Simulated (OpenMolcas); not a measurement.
**Computed levels of Sr**

| Property | Result |
| --- | --- |
| Program | OpenMolcas 26.06 |
| Method | MS-CASPT2, IPEA 0.25 Eh, imaginary shift 0.1 Eh (closed shells correlated: 4s 4p) |
| Basis | ANO-RCC-VTZP [7s6p3d1f] |
| Scalar Hamiltonian | DKH2, point nucleus |
| Active space | 2 electrons in 9 orbitals (4d 5s 5p) |
| State averaging | 2S+1 = 3 even, 18 roots (15 in the spin-orbit step); 2S+1 = 1 even, 12 roots; 2S+1 = 3 odd, 18 roots; 2S+1 = 1 odd, 15 roots |
| Spin-orbit coupling | RASSI with atomic mean-field integrals over the reference wave functions, term energies averaged over their components |

With spin-orbit coupling, above the lowest level:

```json
{"Configuration": "5s²", "Term": "¹S", "J": "0", "E (cm⁻¹)": "0.0", "Measured (cm⁻¹)": "0.0", "Term weight %": "100", "Second": ""}
{"Configuration": "5s 5p", "Term": "³P°", "J": "0", "E (cm⁻¹)": "13770", "Measured (cm⁻¹)": "14318", "Term weight %": "100", "Second": ""}
{"Configuration": "5s 5p", "Term": "³P°", "J": "1", "E (cm⁻¹)": "13880", "Measured (cm⁻¹)": "14504", "Term weight %": "100", "Second": ""}
{"Configuration": "5s 5p", "Term": "³P°", "J": "2", "E (cm⁻¹)": "14110", "Measured (cm⁻¹)": "14899", "Term weight %": "100", "Second": ""}
{"Configuration": "4d 5s", "Term": "³D", "J": "1", "E (cm⁻¹)": "20740", "Measured (cm⁻¹)": "18159", "Term weight %": "100", "Second": ""}
{"Configuration": "4d 5s", "Term": "³D", "J": "2", "E (cm⁻¹)": "20810", "Measured (cm⁻¹)": "18219", "Term weight %": "100", "Second": ""}
{"Configuration": "4d 5s", "Term": "³D", "J": "3", "E (cm⁻¹)": "20930", "Measured (cm⁻¹)": "18319", "Term weight %": "100", "Second": ""}
{"Configuration": "5s 5p", "Term": "¹P°", "J": "1", "E (cm⁻¹)": "21890", "Measured (cm⁻¹)": "21698", "Term weight %": "100", "Second": ""}
{"Configuration": "4d 5s", "Term": "¹D", "J": "2", "E (cm⁻¹)": "22670", "Measured (cm⁻¹)": "20150", "Term weight %": "99", "Second": ""}
{"Configuration": "4d 5p", "Term": "³F°", "J": "2", "E (cm⁻¹)": "35270", "Measured (cm⁻¹)": "33267", "Term weight %": "60", "Second": "40 ¹D°"}
{"Configuration": "4d 5p", "Term": "¹D°", "J": "2", "E (cm⁻¹)": "35560", "Measured (cm⁻¹)": "33827", "Term weight %": "60", "Second": "40 ³F°"}
{"Configuration": "4d 5p", "Term": "³F°", "J": "3", "E (cm⁻¹)": "35590", "Measured (cm⁻¹)": "33590", "Term weight %": "100", "Second": ""}
{"Configuration": "4d 5p", "Term": "³F°", "J": "4", "E (cm⁻¹)": "35870", "Measured (cm⁻¹)": "33919", "Term weight %": "100", "Second": ""}
{"Configuration": "5p²", "Term": "³P", "J": "0", "E (cm⁻¹)": "36300", "Measured (cm⁻¹)": "35193", "Term weight %": "100", "Second": ""}
{"Configuration": "5p²", "Term": "³P", "J": "1", "E (cm⁻¹)": "36480", "Measured (cm⁻¹)": "35400", "Term weight %": "100", "Second": ""}
{"Configuration": "5p²", "Term": "³P", "J": "2", "E (cm⁻¹)": "36770", "Measured (cm⁻¹)": "35675", "Term weight %": "100", "Second": ""}
{"Configuration": "4d 5p", "Term": "³D°", "J": "1", "E (cm⁻¹)": "38410", "Measured (cm⁻¹)": "36264", "Term weight %": "100", "Second": ""}
{"Configuration": "4d 5p", "Term": "³D°", "J": "2", "E (cm⁻¹)": "38520", "Measured (cm⁻¹)": "36382", "Term weight %": "99", "Second": ""}
{"Configuration": "4d 5p", "Term": "³D°", "J": "3", "E (cm⁻¹)": "38690", "Measured (cm⁻¹)": "36560", "Term weight %": "100", "Second": ""}
{"Configuration": "4d 5p", "Term": "³P°", "J": "0", "E (cm⁻¹)": "39470", "Measured (cm⁻¹)": "37292", "Term weight %": "100", "Second": ""}
{"Configuration": "4d 5p", "Term": "³P°", "J": "1", "E (cm⁻¹)": "39490", "Measured (cm⁻¹)": "37303", "Term weight %": "100", "Second": ""}
{"Configuration": "4d 5p", "Term": "³P°", "J": "2", "E (cm⁻¹)": "39530", "Measured (cm⁻¹)": "37337", "Term weight %": "99", "Second": ""}
{"Configuration": "5p²", "Term": "¹D", "J": "2", "E (cm⁻¹)": "40520", "Measured (cm⁻¹)": "", "Term weight %": "99", "Second": ""}
```

Against the 21 measured excited levels shown (NIST Handbook of Basic Atomic Spectroscopic Data) the mean absolute deviation is 1700 cm-1; the largest miss in energy is 4d 5s ³D₃: computed 20930, measured 18319 cm⁻¹ (+14.2 %).

CASPT2 breaks the degeneracy within a term, and the mean is taken; among the terms shown or strongly mixed into the levels shown the widest spread is 120 cm-1 (4d 5s ¹D). Some high roots are left out of the spin-orbit mixing, which shifts the levels that they would mix with. Some levels mix across a computed gap that differs much from the measured one, so their mixing is not that of the real levels. A single d shell beside an s shell can misplace configurations of different d count against each other. Computed and measured levels are paired by configuration, term and J; levels that our copy of the source lacks, or whose pairing is in doubt (as where it misses far off the trend of its configuration), stay unpaired and out of the deviations. Levels of configurations outside the active space are missing. The first state left out of the spin-orbit step lies near 51000 cm-1 above the lowest spin-free state of the reference (among the parities and spins computed), and the list stops at four fifths of that energy or lower.

The term weight is that of the spin-free term in the level, not the purity of its configuration. ° marks odd parity.
